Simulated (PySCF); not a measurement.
# Electronic structure of Te²⁺ (tellurium, charge +2) at the UHF level

Configuration: [Kr] 4d10 5s2 5p2, high-spin 3P determinant. All numbers are calculated (PySCF 2.14, the spin-free X2C one-electron Hamiltonian (Gaussian nucleus), in x2c-TZVPall (8s6p4d2f, 60 functions)).

```json
{"Total energy": "-6789.894794 hartree", "One-electron energy": "-9283.3534 hartree", "Hartree (Coulomb) energy": "2667.8171 hartree", "Exchange energy": "-174.3585 hartree", "⟨S²⟩": "2.0074", "⟨L²⟩": "2.021", "Sum of ⟨r⟩": "31.31 bohr", "Sum of ⟨r²⟩": "40.81 bohr²", "Traceless quadrupole moment −½Σ⟨3z² − r²⟩ along its main axis": "2.57 e·bohr²", "Langevin diamagnetic susceptibility": "-32.3 ×10⁻⁶ cm³/mol", "Time after the integrals": "0.52 s of wall time on 1 thread of Intel(R) Xeon(R) Platinum 8259CL CPU @ 2.50GHz (shared host)"}
```

```json
{"shell": "1s α", "electrons": "1", "mean orbital energy (eV)": "-31990.7", "spread (eV)": "0", "rms radius, mean of both spins (bohr)": "0.0318"}
{"shell": "1s β", "electrons": "1", "mean orbital energy (eV)": "-31990.6", "spread (eV)": "0", "rms radius, mean of both spins (bohr)": "0.0318"}
{"shell": "2s α", "electrons": "1", "mean orbital energy (eV)": "-5019.4", "spread (eV)": "0", "rms radius, mean of both spins (bohr)": "0.130"}
{"shell": "2s β", "electrons": "1", "mean orbital energy (eV)": "-5019.4", "spread (eV)": "0", "rms radius, mean of both spins (bohr)": "0.130"}
{"shell": "2p α", "electrons": "3", "mean orbital energy (eV)": "-4504.0", "spread (eV)": "0.038", "rms radius, mean of both spins (bohr)": "0.116"}
{"shell": "2p β", "electrons": "3", "mean orbital energy (eV)": "-4503.9", "spread (eV)": "0.104", "rms radius, mean of both spins (bohr)": "0.116"}
{"shell": "3s α", "electrons": "1", "mean orbital energy (eV)": "-1056.3", "spread (eV)": "0", "rms radius, mean of both spins (bohr)": "0.343"}
{"shell": "3s β", "electrons": "1", "mean orbital energy (eV)": "-1056.2", "spread (eV)": "0", "rms radius, mean of both spins (bohr)": "0.343"}
{"shell": "3p α", "electrons": "3", "mean orbital energy (eV)": "-884.29", "spread (eV)": "0.010", "rms radius, mean of both spins (bohr)": "0.343"}
{"shell": "3p β", "electrons": "3", "mean orbital energy (eV)": "-884.08", "spread (eV)": "0.286", "rms radius, mean of both spins (bohr)": "0.343"}
{"shell": "3d α", "electrons": "5", "mean orbital energy (eV)": "-623.13", "spread (eV)": "0.165", "rms radius, mean of both spins (bohr)": "0.322"}
{"shell": "3d β", "electrons": "5", "mean orbital energy (eV)": "-623.06", "spread (eV)": "0.250", "rms radius, mean of both spins (bohr)": "0.322"}
{"shell": "4s α", "electrons": "1", "mean orbital energy (eV)": "-212.95", "spread (eV)": "0", "rms radius, mean of both spins (bohr)": "0.814"}
{"shell": "4s β", "electrons": "1", "mean orbital energy (eV)": "-212.55", "spread (eV)": "0", "rms radius, mean of both spins (bohr)": "0.814"}
{"shell": "4p α", "electrons": "3", "mean orbital energy (eV)": "-157.02", "spread (eV)": "0.045", "rms radius, mean of both spins (bohr)": "0.878"}
{"shell": "4p β", "electrons": "3", "mean orbital energy (eV)": "-156.56", "spread (eV)": "0.697", "rms radius, mean of both spins (bohr)": "0.878"}
{"shell": "4d α", "electrons": "5", "mean orbital energy (eV)": "-72.617", "spread (eV)": "0.456", "rms radius, mean of both spins (bohr)": "1.04"}
{"shell": "4d β", "electrons": "5", "mean orbital energy (eV)": "-72.277", "spread (eV)": "0.775", "rms radius, mean of both spins (bohr)": "1.04"}
{"shell": "5s α", "electrons": "1", "mean orbital energy (eV)": "-39.591", "spread (eV)": "0", "rms radius, mean of both spins (bohr)": "2.14"}
{"shell": "5s β", "electrons": "1", "mean orbital energy (eV)": "-34.550", "spread (eV)": "0", "rms radius, mean of both spins (bohr)": "2.14"}
{"shell": "5p α", "electrons": "2", "mean orbital energy (eV)": "-27.309", "spread (eV)": "0", "rms radius, mean of both spins (bohr)": "2.52"}
```

Densities and radii are taken from the X2C orbitals without a picture-change correction, which distorts them close to the nucleus.
